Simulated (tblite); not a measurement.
Parent: `[CH3:1]/[C:2](=[CH:3]\[F:4])[SiH:5]1[S:6][CH2:7][CH2:8][S:9]1` with C1–C2–Si5–S6 180°, C2–Si5–S6–C7 -139°, Si5–S6–C7–C8 47°, S6–C7–C8–S9 -60°, C7–C8–S9–Si5 37°, C5H9FS2Si.

The geometries are computed with GFN2-xTB (gas phase). One conformer each, not checked by frequencies here.

```tsv
coordinate of the parent	value
C1–C2	1.496 Å
C2=C3	1.326 Å
C3–F4	1.344 Å
C2–Si5	1.873 Å
Si5–S6	2.146 Å
S6–C7	1.825 Å
C7–C8	1.510 Å
C8–S9	1.829 Å
Si5–S9	2.152 Å
C1–C2–C3	122.6°
C1–C2–Si5	116.5°
C3–C2–Si5	120.9°
C2–C3–F4	122.6°
C2–Si5–S6	111.7°
C2–Si5–S9	113.5°
S6–Si5–S9	100.5°
Si5–S6–C7	94.2°
S6–C7–C8	110.8°
C7–C8–S9	111.4°
Si5–S9–C8	95.8°
```

Task: How does the shared frame change in `[F:1]/[CH:2]=[C:3](/[CH2:4][F:5])[SiH:6]1[S:7][CH2:8][CH2:9][S:10]1` with C2–C3–C4–F5 -2°, C2–C3–Si6–S7 129°, C3–Si6–S7–C8 139°, Si6–S7–C8–C9 -49°, S7–C8–C9–S10 60°, C8–C9–S10–Si6 -35°, C5H8F2S2Si? Atoms pair as C1 = C4, C2 = C3, C3 = C2, F4 = F1, Si5 = Si6, S6 = S10, C7 = C9, C8 = C8, S9 = S7 (parent first).

Result: 
| parent | relative | value in the relative | change |
| --- | --- | --- | --- |
| C1–C2 | C4–C3 | 1.497 Å | +0.001 |
| C2=C3 | C3=C2 | 1.322 Å | -0.004 |
| C3–F4 | C2–F1 | 1.341 Å | -0.003 |
| C2–Si5 | C3–Si6 | 1.881 Å | +0.008 |
| Si5–S6 | Si6–S10 | 2.153 Å | +0.007 |
| S6–C7 | S10–C9 | 1.830 Å | +0.005 |
| C7–C8 | C9–C8 | 1.509 Å | -0.001 |
| C8–S9 | C8–S7 | 1.825 Å | -0.004 |
| Si5–S9 | Si6–S7 | 2.148 Å | -0.004 |
| C1–C2–C3 | C4–C3–C2 | 121.0° | -1.6 |
| C1–C2–Si5 | C4–C3–Si6 | 118.4° | +1.9 |
| C3–C2–Si5 | C2–C3–Si6 | 120.6° | -0.3 |
| C2–C3–F4 | C3–C2–F1 | 121.4° | -1.2 |
| C2–Si5–S6 | C3–Si6–S10 | 111.7° | 0.0 |
| C2–Si5–S9 | C3–Si6–S7 | 109.5° | -4.0 |
| S6–Si5–S9 | S10–Si6–S7 | 100.1° | -0.4 |
| Si5–S6–C7 | Si6–S10–C9 | 96.3° | +2.1 |
| S6–C7–C8 | S10–C9–C8 | 111.5° | +0.7 |
| C7–C8–S9 | C9–C8–S7 | 110.7° | -0.7 |
| Si5–S9–C8 | Si6–S7–C8 | 93.8° | -2.0 |

Of the parent's bonds, C2–Si5 and Si5–S6 change most and about equally (+0.007 to +0.008 Å). Bonds of the relative outside the shared frame: C4–F5 1.370 Å. Point group C1 → C1.
